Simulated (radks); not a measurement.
The nuclear charge of neutral helium is varied continuously with 2 electrons held in [He]. Calculated with a radial shooting solver on a logarithmic mesh with Libxc functionals: scalar-relativistic Kohn-Sham, PBE, spin-polarised, spherical densities, finite nucleus; Gaussian nuclear charge, rms radius 1.6755 fm. By the Hellmann-Feynman theorem dE/dZ = E(electron-nucleus)/Z, the electronic potential at the nucleus (averaged over a nucleus of fixed radius). The scalar-relativistic energy here is not variational (the density holds large components alone), so the two differ by a part that grows with Z.

| Z | E (hartree) | E(electron-nucleus)/Z (hartree) | HOMO | e(HOMO) (eV) | <r> HOMO (bohr) |
|---|---|---|---|---|---|
| 1.75 | -2.11424 | -2.86564 | 1s | -8.856 | 1.125 |
| 2 | -2.89307 | -3.36502 | 1s | -15.764 | 0.9458 |
| 2.25 | -3.79678 | -3.86461 | 1s | -24.375 | 0.8161 |
| 2.5 | -4.82540 | -4.36436 | 1s | -34.687 | 0.7179 |
| 2.75 | -5.97898 | -4.86426 | 1s | -46.700 | 0.6409 |
| 3 | -7.25756 | -5.36429 | 1s | -60.415 | 0.5789 |

The central difference of E at Z = 2 is -3.365 hartree, to compare with the third column; the second derivative is -2 hartree.
